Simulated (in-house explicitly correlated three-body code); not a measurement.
Results of a calculation; reference values are marked as such.
# Two electrons around a charge Z: the exact Kohn-Sham energy parts

The exact non-relativistic ground state comes from a variational code in 260 exponentially correlated functions, the Kohn-Sham parts from inverting its density (past Z = 6 the correlation energy is taken as exact minus Hartree-Fock, equal to within microhartrees), and self-consistent runs (Hartree-Fock is restricted) from a B-spline radial code. Z may be fractional; the second electron is bound down to Z = 0.911.

E_c tends to a constant and T_c to −E_c as Z grows.

```tsv
Z	E (Eh)	E_x (Eh)	E_c (mEh)	T_c (mEh)	−T_c/E_c	binding (eV)
2.2	-3.619030	-1.15004	-42.47	37.49	0.883	32.63
2.5	?	?	?	?	?	?
3	-7.279913	-1.65106	-43.52	39.83	0.915	75.65
3.34	-9.223275	-1.86380	-43.82	40.50	0.924	99.2
3.8	?	?	?	?	?	?
4.3	-15.958207	-2.46424	-44.44	41.83	0.941	182.7
5.2	-23.946035	-3.02698	-44.81	42.65	0.952	283.7
5.9	-31.278723	-3.46461	-45.03	43.12	0.958	377.5
6.8	-42.146410	-4.02723	-45.24	43.58	0.963	517.7
7.5	-51.719025	-4.46481	-45.37	43.86	0.967	642
8.7	-70.409180	-5.21490	-45.55	44.24	0.971	886.1
9.8	-90.071789	-5.90247	-45.67	44.51	0.975	1144
```

What belongs in the row Z = 2.5?

E (Eh): -4.841916; E_x (Eh): -1.33804; E_c (mEh): -42.93; T_c (mEh): 38.53; −T_c/E_c: 0.898; binding (eV): 46.72.

What belongs in the row Z = 3.8?

E (Eh): -12.220461; E_x (Eh): -2.15154; E_c (mEh): -44.15; T_c (mEh): 41.22; −T_c/E_c: 0.934; binding (eV): 136.1.

Where is correlation strongest relative to exchange?

E_c/E_x falls from 0.037 at Z = 2.2 to 0.0077 at Z = 9.8, since exchange grows as Z while correlation stays near −0.045 hartree.
